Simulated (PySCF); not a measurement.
AsF and its ions

UHF-MP2; basis As aug-pcseg-1, F aug-pcseg-1; no relativity; PySCF 2.14. Neutral (UHF): triplet (π ↑↑), Re = 1.802 Å, ωe = 649 cm⁻¹, De = 4.08 eV.

AsF⁺ (UHF): doublet (π ↑), Re = 1.712 Å, ωe = 787 cm⁻¹, De = 4.48 eV to As⁺ + F. The energies at the minima are -2333.60361 hartree for AsF and -2333.25380 for AsF⁺.

(1) Work out the adiabatic ionisation energy, without and with harmonic zero-point energies (1 hartree = 27.2114 eV, 1 eV = 8065.5 cm⁻¹), and the change of the bond length.

Correlated steps freeze 10 core orbitals. Correlated levels converge slowly with the basis: in double zeta they bind strong bonds too weakly, by up to about 1 eV, and carry superposition errors of some tenths. Spin–orbit coupling is left out. For an ion De counts to the pair picked by the measured ionisation energies or electron affinities, which need not be the lowest pair at this level. States were picked by a PBE0 search and need not be the measured ground states.

Results:

(1) At UHF-MP2: 0.34981 hartree = 9.519 eV between the minima; the zero-point term (787.0 − 649.0)/2 cm⁻¹ = +0.009 eV makes it 9.527 eV. Re changes by -9.0 pm against the neutral. The electron leaves a π orbital, and the shorter bond of the ion fits an antibonding orbital, or a change in how ionic the bond is.
